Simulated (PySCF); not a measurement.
HAlBrCl (SMILES [Cl][AlH][Br]), singlet, geometry from GFN2-xTB (such geometries of metal compounds can be far from the true shape). Base run: PySCF with CAMB3LYP/6-31G, polarisability.

The PySCF input:
```python
from pyscf import gto, scf, dft
from pyscf.prop import polarizability

mol = gto.Mole()
mol.atom = '''
    Al   -0.728420    0.202279   -0.616344
    H    -1.801975   -0.540919   -1.390913
    Cl   -0.551349    2.206470   -0.730365
    Br    0.589839   -1.131391    0.623417
'''
mol.basis = '6-31g'
mol.charge = 0
mol.spin = 0
mol.verbose = 4
mol.build()

mf = dft.RKS(mol)
mf.xc = 'camb3lyp'
mf.kernel()
alpha = mf.Polarizability().polarizability()[2, 2]
print('alpha_zz =', alpha)
```

Variants of this job, named by their change:

```json
[
 {"change": "base", "alpha_zz (bohr³)": "33.68", "basis functions": "55", "core-seconds (rough)": "20"},
 {"change": "basis = STO-3G", "alpha_zz (bohr³)": "(withheld)", "basis functions": "(withheld)", "core-seconds (rough)": "5"},
 {"change": "basis = cc-pVTZ", "alpha_zz (bohr³)": "47.67", "basis functions": "125", "core-seconds (rough)": "90"},
 {"change": "finite field (a.u.) = 0.001; conv_tol = 1e-11", "alpha_zz (bohr³)": "33.68", "basis functions": "55", "core-seconds (rough)": "20"},
 {"change": "functional = pbe0", "alpha_zz (bohr³)": "34.66", "basis functions": "55", "core-seconds (rough)": "6"},
 {"change": "finite field (a.u.) = 0.05; conv_tol = 1e-11", "alpha_zz (bohr³)": "35.00", "basis functions": "55", "core-seconds (rough)": "30"},
 {"change": "basis = def2-SVPD", "alpha_zz (bohr³)": "54.29", "basis functions": "100", "core-seconds (rough)": "30"},
 {"change": "basis = 6-31G*", "alpha_zz (bohr³)": "38.33", "basis functions": "70", "core-seconds (rough)": "30"},
 {"change": "basis = aug-cc-pVDZ", "alpha_zz (bohr³)": "53.05", "basis functions": "99", "core-seconds (rough)": "40"},
 {"change": "finite field (a.u.) = 0.005; conv_tol = 1e-11", "alpha_zz (bohr³)": "33.69", "basis functions": "55", "core-seconds (rough)": "30"},
 {"change": "functional = lda,vwn", "alpha_zz (bohr³)": "(withheld)", "basis functions": "55", "core-seconds (rough)": "3"},
 {"change": "finite field (a.u.) = 0.02; conv_tol = 1e-11", "alpha_zz (bohr³)": "33.88", "basis functions": "55", "core-seconds (rough)": "30"}
]
```

Task: Fill in the missing entries.

Result: 
- basis = STO-3G, alpha_zz (bohr³): 12.76
- basis = STO-3G, basis functions: 37
- functional = lda,vwn, alpha_zz (bohr³): 37.19

Finite-field rows take the second difference of the energy in a field along z; a small field with loose convergence shows SCF noise divided by the square of the field, and a large one adds hyperpolarisability.
